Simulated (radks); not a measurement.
Results of a calculation; reference values are marked as such.
Problem. These are the eigenvalues of the occupied orbitals of an atom or ion with whole-number occupations (hartree). Code: a radial shooting solver on a logarithmic mesh with Libxc functionals. Model: non-relativistic Kohn-Sham, r2SCAN, spin-polarised, spherical densities, point nucleus; meta-GGA in the generalised Kohn-Sham scheme.

| orbital | eigenvalue |
|---|---|
| 1s up | -197.5109 |
| 1s down | -197.4884 |
| 2s up | -23.13937 |
| 2s down | -23.07004 |
| 2p up | -19.62894 |
| 2p down | -19.56107 |
| 3s up | -3.60770 |
| 3s down | -3.36501 |
| 3p up | -2.62530 |
| 3p down | -2.38538 |
| 3d up | -1.09313 |
| 4s up | -0.77080 |

Which element is it, and in what charge state? The configuration may be excited. Open shells, if any, are filled with parallel spins first.

Solution. Z = 23, vanadium, charge +2: V2+ in [Ne] 3s2 3p5 3d3 4s1. The list shows which subshells hold electrons but not how many an open one holds; the 1s level, -197.51 hartree, gives Z - s = 19.9 by -(Z - s)^2/2, which with screening narrows Z to a few neighbours, and the depths of the outer levels then fix element, charge and occupations together.
